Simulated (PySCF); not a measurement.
PySCF input file for CH6GeO2Si, SMILES [SiH2]1[O][GeH]([O]1)[CH3], PBE-D3(BJ)/def2-SVP. Coordinates come from a PBE-D3(BJ)/def2-SVP optimisation. This is a generated structure with no PubChem entry under its InChIKey; it may be hypothetical.

```python
import numpy as np
from pyscf import gto, scf, dft, df
from pyscf.hessian import thermo

mol = gto.M(
    atom='''
    C    -1.99562327    1.08485719   -0.28257161
    Ge   -0.64849376   -0.19392031    0.29337273
    O     0.41402811   -0.82489065   -1.07450438
    Si    1.78060412   -0.06965388   -0.38106300
    O     0.89752285    0.58507379    0.92672708
    H    -2.44981620    1.57333069    0.60183145
    H    -1.52501956    1.85030392   -0.92737452
    H    -2.79015155    0.56053262   -0.84906459
    H    -1.15953827   -1.33184161    1.21852486
    H     2.38787084    0.98154460   -1.26841924
    H     2.84132962   -1.04387441    0.04910467
    ''',
    basis='def2-SVP',
    charge=0,
    spin=0,
    max_memory=1600,
    verbose=3,
)
mf = dft.RKS(mol, xc='pbe').density_fit(auxbasis='def2-universal-jkfit')
mf.disp = 'd3bj'
mf.grids.level = 3
mf.conv_tol = 1e-11
mf.max_cycle = 100
mf.kernel()

# [left out here: the lines that compute and print the analytic Hessian (its translational invariance restored by hand, since the grid's response is missing), thermochemistry and intensities]
```

It prints:

```
converged SCF energy = -2557.58434753487

WARN: DFTD3 does not support analytical Hessian, using finite difference


WARN: Mole.unit (angstrom) is changed to Bohr

Mode                                 0                   1                   2
Irrep
Freq [cm^-1]                       76.8623            113.7511            149.0276
Reduced mass [au]                   1.0395              2.9938              3.7204
Force const [Dyne/A]                0.0036              0.0228              0.0487
Char temp [K]                     110.5877            163.6625            214.4176
Normal mode                   x     y     z       x     y     z       x     y     z
       0   C                -0.00 -0.01 -0.02   -0.12 -0.07  0.08   -0.03 -0.08 -0.12
       1  Ge                 0.00  0.01  0.01    0.01  0.03 -0.02    0.01  0.02  0.03
       2   O                -0.01 -0.01  0.00    0.01  0.05 -0.03   -0.04  0.09 -0.04
       3  Si                -0.00 -0.01 -0.01    0.03 -0.07  0.04   -0.00 -0.01 -0.02
       4   O                 0.01  0.00 -0.01    0.00  0.05 -0.03    0.05 -0.08  0.06
       5   H                -0.43 -0.40 -0.02   -0.11 -0.14  0.12   -0.10  0.03 -0.22
       6   H                 0.10  0.29  0.42   -0.25 -0.00  0.06   -0.06 -0.16 -0.23
       7   H                 0.31  0.04 -0.50   -0.11 -0.14  0.12    0.03 -0.23 -0.07
       8   H                 0.00  0.01  0.02    0.08 -0.00 -0.02    0.01  0.02  0.02
       9   H                -0.01 -0.02 -0.02    0.21 -0.16  0.06    0.01  0.03  0.05
      10   H                -0.00 -0.01 -0.01   -0.10 -0.17  0.14   -0.03 -0.07 -0.11
Mode                                 3                   4                   5
Irrep
Freq [cm^-1]                      235.5941            414.8009            515.2553
Reduced mass [au]                   3.8172             10.5637              3.6411
Force const [Dyne/A]                0.1248              1.0709              0.5695
Char temp [K]                     338.9675            596.8062            741.3376
Normal mode                   x     y     z       x     y     z       x     y     z
       0   C                -0.08 -0.01  0.03    0.04 -0.03  0.01    0.00  0.00  0.00
       1  Ge                -0.00  0.04 -0.03    0.06  0.01 -0.02    0.01  0.03  0.04
       2   O                 0.04 -0.10  0.07   -0.06 -0.04 -0.03    0.10 -0.04 -0.07
       3  Si                 0.01  0.02 -0.01   -0.11 -0.01  0.03   -0.01 -0.03 -0.04
       4   O                 0.04 -0.10  0.06   -0.04  0.03  0.06   -0.12 -0.03 -0.03
       5   H                -0.07 -0.09  0.08    0.05 -0.07  0.03   -0.02  0.02 -0.02
       6   H                -0.22  0.06  0.01   -0.02 -0.00  0.01   -0.00 -0.01 -0.01
       7   H                -0.07 -0.09  0.08    0.05 -0.06  0.04    0.02 -0.03  0.01
       8   H                -0.10  0.08 -0.03    0.07  0.01 -0.02   -0.08 -0.22 -0.31
       9   H                -0.19  0.12 -0.04   -0.15  0.01  0.03    0.05  0.13  0.19
      10   H                 0.16  0.13 -0.13   -0.13 -0.01  0.04    0.03  0.09  0.13
Mode                                 6                   7                   8
Irrep
Freq [cm^-1]                      567.6288            596.3358            596.7319
Reduced mass [au]                   1.1031              1.2819              3.4908
Force const [Dyne/A]                0.2094              0.2686              0.7324
Char temp [K]                     816.6915            857.9945            858.5644
Normal mode                   x     y     z       x     y     z       x     y     z
       0   C                -0.00 -0.00 -0.00    0.04 -0.02  0.03   -0.16  0.14 -0.06
       1  Ge                 0.00  0.00  0.00   -0.01  0.00 -0.01    0.03 -0.03  0.01
       2   O                 0.01  0.03 -0.05   -0.02  0.03  0.07    0.01 -0.02 -0.02
       3  Si                 0.00  0.00  0.00   -0.00 -0.01 -0.02   -0.02 -0.00 -0.00
       4   O                -0.01 -0.05  0.01    0.04  0.04  0.03    0.03  0.03  0.03
       5   H                 0.03 -0.02  0.03   -0.07  0.03 -0.06   -0.19  0.21 -0.11
       6   H                 0.00  0.01  0.02    0.01 -0.06 -0.04   -0.10  0.10 -0.07
       7   H                -0.03  0.04 -0.00    0.12 -0.16  0.03   -0.15  0.17 -0.10
       8   H                 0.04  0.10  0.15   -0.18 -0.43 -0.63    0.10 -0.16 -0.11
       9   H                -0.12 -0.35 -0.49   -0.06 -0.16 -0.23   -0.01 -0.04 -0.04
      10   H                 0.13  0.39  0.56    0.03  0.06  0.07   -0.04 -0.01  0.04
Mode                                 9                  10                  11
Irrep
Freq [cm^-1]                      654.7109            676.5543            688.0475
Reduced mass [au]                   1.2286              1.6565              4.0039
Force const [Dyne/A]                0.3103              0.4467              1.1168
Char temp [K]                     941.9832            973.4110            989.9472
[...]
       7   H                -0.31  0.35 -0.02   -0.21  0.23 -0.02    0.03 -0.10  0.09
       8   H                -0.00 -0.01 -0.02   -0.05 -0.15 -0.21    0.19 -0.07  0.01
       9   H                -0.02 -0.06 -0.08    0.07  0.21  0.30   -0.11  0.01  0.02
      10   H                -0.03 -0.08 -0.11    0.07  0.21  0.30   -0.10 -0.02  0.04
Mode                                15                  16                  17
Irrep
Freq [cm^-1]                      832.2633            893.3289            982.3594
Reduced mass [au]                   1.3815              1.6287              1.0895
Force const [Dyne/A]                0.5638              0.7658              0.6195
Char temp [K]                    1197.4415           1285.3014           1413.3964
Normal mode                   x     y     z       x     y     z       x     y     z
       0   C                 0.06  0.06 -0.06    0.01  0.02  0.03   -0.01 -0.00  0.00
       1  Ge                -0.01 -0.00  0.01   -0.00 -0.01 -0.02    0.00 -0.00 -0.00
       2   O                -0.05 -0.02 -0.02    0.01  0.04  0.06    0.01  0.00  0.00
       3  Si                 0.04  0.00 -0.01   -0.02 -0.05 -0.07   -0.05 -0.00  0.01
       4   O                -0.03  0.02  0.04    0.02  0.04  0.05    0.00 -0.00 -0.01
       5   H                 0.05 -0.26  0.12   -0.12  0.07 -0.06   -0.00  0.02 -0.01
       6   H                -0.38  0.28 -0.11   -0.01 -0.04 -0.06    0.02 -0.01  0.01
       7   H                 0.07 -0.21  0.18    0.10 -0.11  0.01   -0.00  0.01 -0.01
       8   H                 0.49 -0.20  0.02    0.04  0.12  0.17   -0.05  0.02 -0.01
       9   H                 0.09 -0.02 -0.01    0.10  0.28  0.40    0.60 -0.31  0.07
      10   H                 0.09  0.03 -0.05    0.10  0.28  0.40    0.45  0.35 -0.36
Mode                                18                  19                  20
Irrep
Freq [cm^-1]                     1201.7361           1374.2996           1374.4431
Reduced mass [au]                   1.2330              1.0490              1.0487
Force const [Dyne/A]                1.0491              1.1674              1.1672
Char temp [K]                    1729.0307           1977.3112           1977.5175
Normal mode                   x     y     z       x     y     z       x     y     z
       0   C                -0.09  0.08 -0.04    0.02 -0.01 -0.06   -0.04 -0.05 -0.01
       1  Ge                 0.00 -0.00  0.00    0.00 -0.00 -0.00   -0.00 -0.00 -0.00
       2   O                -0.00  0.00  0.00    0.00 -0.00  0.00    0.00  0.00  0.00
       3  Si                 0.00  0.00 -0.00   -0.00 -0.00 -0.00    0.00 -0.00 -0.00
       4   O                -0.00 -0.00 -0.00   -0.00 -0.00  0.00   -0.00  0.00 -0.00
       5   H                 0.30 -0.26  0.33   -0.28  0.07 -0.23    0.45  0.53 -0.08
       6   H                 0.46 -0.21  0.04    0.32  0.21  0.44   -0.17  0.36  0.37
       7   H                 0.23 -0.46  0.04   -0.29 -0.21  0.58    0.25 -0.27 -0.17
       8   H                -0.03 -0.00  0.01   -0.01  0.01  0.02    0.02  0.01  0.01
       9   H                 0.00  0.00 -0.00    0.00 -0.00  0.00   -0.00  0.00  0.00
      10   H                -0.00 -0.00  0.00    0.00  0.00  0.00    0.00 -0.00  0.00
Mode                                21                  22                  23
Irrep
Freq [cm^-1]                     2070.2913           2165.0408           2168.7888
Reduced mass [au]                   1.0213              1.0463              1.0386
Force const [Dyne/A]                2.5790              2.8896              2.8782
Char temp [K]                    2978.6882           3115.0116           3120.4043
Normal mode                   x     y     z       x     y     z       x     y     z
       0   C                -0.00  0.00 -0.00   -0.00  0.00  0.00   -0.00 -0.00  0.00
       1  Ge                -0.00 -0.01  0.01    0.00  0.00 -0.00    0.00  0.00 -0.00
       2   O                -0.00  0.00 -0.00   -0.00  0.00  0.00   -0.00 -0.00  0.00
       3  Si                -0.00 -0.00  0.00   -0.01 -0.03  0.02   -0.03  0.02 -0.01
       4   O                -0.00  0.00  0.00   -0.00  0.00 -0.00   -0.00 -0.00 -0.00
       5   H                 0.00 -0.00  0.01   -0.00  0.00 -0.00   -0.00  0.00 -0.00
       6   H                 0.01 -0.01  0.00   -0.00  0.00 -0.00    0.00 -0.00  0.00
       7   H                -0.00 -0.01 -0.00   -0.00  0.00 -0.00   -0.00  0.00  0.00
       8   H                 0.31  0.73 -0.59   -0.01 -0.01  0.01   -0.01 -0.03  0.02
       9   H                 0.00  0.02 -0.01    0.38  0.68 -0.57    0.06  0.12 -0.10
      10   H                 0.02 -0.02  0.01   -0.12  0.10 -0.04    0.67 -0.63  0.28
Mode                                24                  25                  26
Irrep
Freq [cm^-1]                     2989.0172           3096.4822           3112.5434
Reduced mass [au]                   1.0327              1.1035              1.1052
Force const [Dyne/A]                5.4358              6.2338              6.3082
Char temp [K]                    4300.5302           4455.1484           4478.2569
Normal mode                   x     y     z       x     y     z       x     y     z
       0   C                 0.04 -0.03  0.01    0.02  0.05  0.07   -0.06 -0.05  0.05
       1  Ge                -0.00  0.00 -0.00    0.00  0.00  0.00   -0.00 -0.00  0.00
       2   O                -0.00  0.00  0.00    0.00 -0.00 -0.00    0.00  0.00 -0.00
       3  Si                -0.00 -0.00  0.00   -0.00 -0.00 -0.00    0.00 -0.00  0.00
       4   O                -0.00  0.00  0.00   -0.00 -0.00 -0.00    0.00  0.00 -0.00
       5   H                -0.23  0.25  0.48    0.28 -0.29 -0.53    0.14 -0.17 -0.28
       6   H                 0.23  0.35 -0.30    0.00  0.01  0.01    0.34  0.56 -0.47
       7   H                -0.42 -0.29 -0.30   -0.49 -0.32 -0.34    0.24  0.16  0.19
       8   H                 0.00 -0.00  0.00    0.00  0.00  0.00   -0.00  0.00 -0.00
       9   H                -0.00 -0.00  0.00    0.00  0.00  0.00   -0.00  0.00 -0.00
      10   H                 0.00 -0.00 -0.00    0.00  0.00  0.00   -0.00  0.00  0.00
temperature 298.1500 [K]
pressure 101325.00 [Pa]
Rotational constants [GHz] 5.93371 1.98269 1.85380
Symmetry number 1
Zero-point energy (ZPE) 0.06806 [Eh]   178686.948 [J/mol]
                           tot       elec      trans        rot        vib
Entropy [J/mol/K]       355.217      0.000    171.301    113.348     70.568
Cv [J/mol/K]            109.097      0.000     12.472     12.472     84.154
Cp [J/mol/K]            117.412      0.000     20.786     12.472     84.154
Internal energy [J/mol]                      3718.434   3718.434 190453.000
Internal energy [Eh]   -2557.50898  -2557.58435
Enthalpy [J/mol]                             6197.391   3718.434 190453.000
Enthalpy [Eh]          -2557.50803
Gibbs free energy [J/mol]                  -44875.983 -30076.326 169413.170
Gibbs free energy [Eh] -2557.54837
mode   freq/cm-1   IR/(km/mol)
   1       76.86         0.019
   2      113.75         0.185
   3      149.03         0.002
   4      235.59        11.731
   5      414.80         6.290
   6      515.26         9.498
   7      567.63         0.024
   8      596.34         0.243
   9      596.73         5.778
  10      654.71        67.854
  11      676.55       169.053
  12      688.05       111.444
  13      720.30         3.713
  14      796.91         7.351
  15      811.03       209.578
  16      832.26        12.271
  17      893.33       237.255
  18      982.36       164.215
  19     1201.74        11.641
  20     1374.30         4.724
  21     1374.44         4.555
  22     2070.29       140.814
  23     2165.04       158.742
  24     2168.79       164.568
  25     2989.02         0.135
  26     3096.48         0.333
  27     3112.54         0.091
max |gradient| / (hartree/bohr): 0.00014372242226371392
APT charges: [-0.3358  1.5162 -0.9459  1.4446 -0.9459  0.03    0.0361  0.0301 -0.2709
 -0.2791 -0.2795]
```

The calculation finished and met its thresholds.
